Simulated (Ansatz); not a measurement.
```xyz
15

C     0.588    0.796   -1.724
C     0.381    0.277   -0.317
C     1.135   -1.015   -0.067
O    -1.016    0.082   -0.138
Sn   -1.827    0.136    1.628
F    -1.188   -1.419    2.567
H     1.647    0.977   -1.919
H     0.221    0.064   -2.448
H     0.042    1.729   -1.874
H     0.747    1.040    0.390
H     2.209   -0.871   -0.207
H     0.793   -1.785   -0.764
H     0.966   -1.381    0.949
H    -1.206    1.448    2.517
H    -3.491   -0.079    1.408
```

Total charge 0; spin multiplicity 1. Sn: def2 effective core potential.

Question: List the PBE/def2-TZVPP orbital energies in eV (Ansatz 0.2.0). (Best estimate.)

Answer: Computed: Occupied: -658.61, -510.12, -270.38, -268.57, -268.50, -133.84, -89.82, -89.78, -89.74, -28.32, -26.71, -26.26, -26.19, -26.17, -25.69, -24.25, -18.94, -16.96, -14.31, -13.28, -11.51, -10.93, -10.52, -9.49, -9.45, -9.31, -9.13, -8.76, -8.63, -8.41, -8.00, -6.92, -6.42. Lowest empty: -1.46, -1.09, -0.61, 0.72, 1.15, 1.61, 1.69, 1.89.
